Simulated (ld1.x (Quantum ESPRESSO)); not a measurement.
Logarithmic derivatives: ruthenium, TM semilocal

| Quantity | Value |
| --- | --- |
| Element | ruthenium |
| Generator | ld1.x (Quantum ESPRESSO) 7.5 |
| Type | norm-conserving Troullier–Martins (semilocal form) |
| Functional | Wu–Cohen |
| Relativity | scalar-relativistic |
| Frozen core | [Ar] 3d10 |
| Valence charge | 16 |
| Reference configuration | 4s2 4p6 4d6 5s0 5p0 (charge +2) |
| Partial waves | 4s (bound): rc 1.25 bohr; 4d (bound): rc 2.15 bohr; 4p (bound): rc 1.70 bohr |
| Local potential | the p channel |
| Core correction | a·sin(br)/r model core inside 1.05 bohr |

The phase is arctan(r·u′/u) with u = r·R(r), unwrapped; energies in Ry, scanned from -9 to 5 Ry. A pole is an energy at which the radial function vanishes at the test radius. The pseudo phase is shifted by a multiple of π to meet the all-electron one at the reference energy, and phase errors are pseudo minus all-electron; the curves can meet again beyond the range given. Levels narrower than the energy grid can be missing from the lists of poles.

Problem. For each channel, where are the poles, and over which energies does the pseudopotential scatter like the atom?

Solution.

```
channel  radius (bohr)  reference energy (Ry)  poles, all-electron  poles, pseudo  unbroken range about the reference energy with phases within 0.05 rad  phase error 1 Ry above the reference energy (rad)
      s           2.36                  -7.09          -7.04, 2.16    -7.04, 1.79                                                             below -1.9                                             -0.000
      p           2.36                  -4.88          -4.76, 3.62    -4.76, 3.01                                                             below -1.2                                             -0.001
      d           2.36                  -1.77                -1.26          -1.25                                                              below 1.0                                             +0.005
```

Phases in the s channel:

| E (Ry) | all-electron | pseudo |
| --- | --- | --- |
| -9.00 | 1.399 | 1.399 |
| -8.52 | 1.389 | 1.389 |
| -8.04 | 1.375 | 1.375 |
| -7.56 | 1.344 | 1.344 |
| -7.08 | -1.451 | -1.451 |
| -6.60 | -1.738 | -1.738 |
| -6.12 | -1.766 | -1.766 |
| -5.64 | -1.786 | -1.787 |
| -5.16 | -1.807 | -1.807 |
| -4.68 | -1.830 | -1.831 |
| -4.20 | -1.860 | -1.861 |
| -3.72 | -1.899 | -1.901 |
| -3.24 | -1.953 | -1.957 |
| -2.76 | -2.038 | -2.046 |
| -2.28 | -2.184 | -2.204 |
| -1.80 | -2.484 | -2.541 |
| -1.32 | -3.136 | -3.272 |
| -0.84 | -3.894 | -4.000 |
| -0.36 | -4.277 | -4.337 |
| 0.12 | -4.456 | -4.496 |
| 0.60 | -4.557 | -4.588 |
| 1.08 | -4.621 | -4.649 |
| 1.56 | -4.668 | -4.694 |
| 2.04 | -4.704 | -4.731 |
| 2.52 | -4.735 | -4.764 |
| 3.00 | -4.763 | -4.797 |
| 3.48 | -4.790 | -4.831 |
| 3.96 | -4.818 | -4.871 |
| 4.44 | -4.849 | -4.923 |
| 4.92 | -4.886 | -4.998 |
